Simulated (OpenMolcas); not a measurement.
# Computed transition rates of V²⁺

| Property | Result |
| --- | --- |
| Program | OpenMolcas |
| Method | MS-RASPT2, IPEA 0.25 Eh, imaginary shift 0.1 Eh (closed shells correlated: 3s) |
| Basis | ANO-RCC-VQZP [7s6p4d3f2g1h] |
| Scalar Hamiltonian | DKH2, point nucleus |
| Active space | 9 electrons in 8 orbitals (RAS1 3p, at most 2 holes; RAS2 3d) |
| State averaging | 2S+1 = 4 even, 10 roots; 2S+1 = 2 even, 40 roots |
| Spin-orbit coupling | RASSI with atomic mean-field integrals over the reference wave functions, term energies averaged over their components |

Rates come from the transition moments of the reference wave functions (E1 and E2 in the length form). At fixed line strength A goes as λ^-3 for E1 and M1 and as λ^-5 for E2, so a rate at the computed wavelength can be rescaled to the measured one. Measured vacuum wavelengths follow from level energies in Sugar and Corliss, J. Phys. Chem. Ref. Data 7, 1191 (1978). Branching counts decays inside the model space alone, at computed energies, and the table is only a selection of the E2 and M1 lines, drawn from those between levels with measured partners whose computed energy lies within a factor of 1.5 of the measured one.

| Upper | Lower | Type | λ computed (nm) | λ measured (nm) | A computed (s-1) | A rescaled (s-1) | Branching % |
| --- | --- | --- | --- | --- | --- | --- | --- |
| 3d3 2D 3/2(2) | 3d3 2G 7/2 | E2 | 320.8 | 328.9 | 5.01e+00 | 4.42e+00 | 73.5 |
| 3d3 2D 5/2(2) | 3d3 2G 9/2 | E2 | 324.7 | 332.4 | 4.45e+00 | 3.96e+00 | 67.4 |
| 3d3 2F 5/2 | 3d3 2G 7/2 | E2 | 616.2 | 629.7 | 7.25e-02 | 6.51e-02 | 43.9 |
| 3d3 2F 7/2 | 3d3 2G 9/2 | E2 | 629.5 | 643.5 | 6.68e-02 | 5.98e-02 | 38.5 |
| 3d3 2D 5/2(1) | 3d3 4F 7/2 | M1 | 614.7 | 623.7 | 6.26e-02 |  | 78.4 |
| 3d3 2D 3/2(1) | 3d3 4F 5/2 | M1 | 611.9 | 617.9 | 6.15e-02 |  | 58.0 |
| 3d3 2D 3/2(1) | 3d3 4F 3/2 | M1 | 605.9 | 612.4 | 3.47e-02 |  | 32.7 |
| 3d3 2G 9/2 | 3d3 4F 9/2 | M1 | 875.4 | 861.8 | 3.36e-02 |  | 71.7 |
| 3d3 4P 5/2 | 3d3 4F 9/2 | E2 | 858.1 | 894 | 3.20e-02 | 2.61e-02 | 68.2 |
| 3d3 4P 1/2 | 3d3 4F 3/2 | E2 | 829.6 | 868.5 | 3.18e-02 | 2.53e-02 | 61.7 |
| 3d3 4P 3/2 | 3d3 4F 7/2 | E2 | 852 | 888.9 | 2.36e-02 | 1.91e-02 | 48.5 |
| 3d3 4P 1/2 | 3d3 4F 5/2 | E2 | 841 | 879.6 | 1.97e-02 | 1.57e-02 | 38.3 |
| 3d3 4P 3/2 | 3d3 4F 5/2 | E2 | 836.1 | 873.6 | 1.85e-02 | 1.49e-02 | 38.0 |
| 3d3 2P 1/2 | 3d3 4P 1/2 | M1 | 3005 | 2459 | 1.48e-02 |  | 95.2 |
| 3d3 2G 7/2 | 3d3 4F 7/2 | M1 | 872.5 | 860.2 | 1.34e-02 |  | 51.2 |
| 3d3 2G 9/2 | 3d3 4F 7/2 | M1 | 854.5 | 844.2 | 1.31e-02 |  | 27.9 |
| 3d3 2G 7/2 | 3d3 4F 5/2 | M1 | 855.7 | 846 | 1.19e-02 |  | 45.5 |
| 3d3 2H 9/2 | 3d3 2G 9/2 | M1 | 2147 | 2163 | 1.19e-02 |  | 65.3 |
| 3d3 4P 5/2 | 3d3 4F 7/2 | E2 | 838 | 875 | 1.15e-02 | 9.27e-03 | 24.6 |
| 3d3 2P 3/2 | 3d3 4F 5/2 | M1 | 654.8 | 649.1 | 1.02e-02 |  | 26.4 |
| 3d3 2H 9/2 | 3d3 2G 7/2 | M1 | 2041 | 2064 | 6.13e-03 |  | 33.5 |
| 3d3 2H 11/2 | 3d3 2G 9/2 | M1 | 2064 | 2087 | 6.06e-03 |  | 97.3 |
| 3d3 4F 9/2 | 3d3 4F 7/2 | M1 | 35680 | 41270 | 5.96e-04 | 3.85e-04 | 100.0 |
| 3d3 4F 7/2 | 3d3 4F 5/2 | M1 | 44590 | 51020 | 4.91e-04 | 3.28e-04 | 100.0 |
| 3d3 4F 5/2 | 3d3 4F 3/2 | M1 | 61080 | 68730 | 1.90e-04 | 1.33e-04 | 100.0 |

Spin-changing lines and M1 lines between different terms are not rescaled, since their strength hangs on the term gaps too.

The largest correction is for 3d3 4F 9/2 → 3d3 4F 7/2 (M1): 5.96e-04 × (35680 / 41270)^3 = 3.85e-04 s-1, a factor of 0.65.

The computed order of these levels differs from the measured one in 3 places, and where term gaps are wrong the rates of spin-changing lines can be off by large factors.

These are rates of the free ion; in crystals, glasses and complexes forced electric-dipole and non-radiative decay shorten such lifetimes by orders of magnitude. No measured rate stands beside these. Rescaling mends the energy factor alone: line strengths can still be far off where a level mixes with configurations outside the active space, and weak or spin-changing lines hang on small mixing coefficients that depend on the term gaps too, so rescaling need not improve them.

Term energies are means over components that CASPT2 splits; among the terms shown or strongly mixed into the levels shown the widest spread is 1300 cm-1 (3d3 4F). Some levels mix across a computed gap that differs much from the measured one, so their mixing is not that of the real levels. Active for correlation alone: 3p; no level in the range computed is led by a configuration that opens it, so any true level of that kind is missing. The CASPT2 spread within a term exceeds the gap to the next term for 3d3 2G and 3d3 4P, 3d3 2D(1) and 3d3 2H, so the order of their levels is uncertain. Measured partners are found by configuration, term and J. A level has none where our copy of the source lacks it or the pairing is in doubt (some pairs that miss far off the trend of their configuration count as doubtful). Levels of configurations outside the active space are missing.

A number in round brackets counts repeated terms of one configuration in the order of the reference energies.
